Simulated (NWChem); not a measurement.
System: Si2H4OF2; SMILES F[SiH]([SiH2]O)F

```xyz
9

O      0.6403     2.3714     0.2721
Si    -0.5391     1.3075    -0.2433
Si     0.0544    -0.8762     0.3832
F     -0.9591    -1.9419    -0.2997
F      1.5316    -1.1652    -0.2293
H      1.5149     2.2678    -0.1152
H     -0.7323     1.3314    -1.7283
H     -1.8029     1.7171     0.4277
H      0.1159    -1.1845     1.8373
```
Atoms are numbered in this order, from 1.

All runs: NWChem. Structure relaxed at the PBE0/def2-SVP level. GIAO values for the isolated, static molecule; σ is the absolute isotropic shielding, δ = σ(reference) − σ with the isolated reference molecule computed at the same levels (19F: trichlorofluoromethane, 1H: tetramethylsilane, 17O: water, 29Si: tetramethylsilane).

Question: Estimate the computed values for LDA (Slater exchange, VWN5)/pcSseg-1. Quantities: δ O1 (ppm); δ Si2 (ppm); δ F5 (ppm); δ H6 (ppm); δ H7 (ppm); δ H8 (ppm); δ H9 (ppm).

Answer: 
```
Property      Value
-----------  ------
δ O1 (ppm)     -4.0
δ Si2 (ppm)   -26.8
δ F5 (ppm)   -171.7
δ H6 (ppm)    -0.11
δ H7 (ppm)     5.76
δ H8 (ppm)     5.39
δ H9 (ppm)     6.08
```
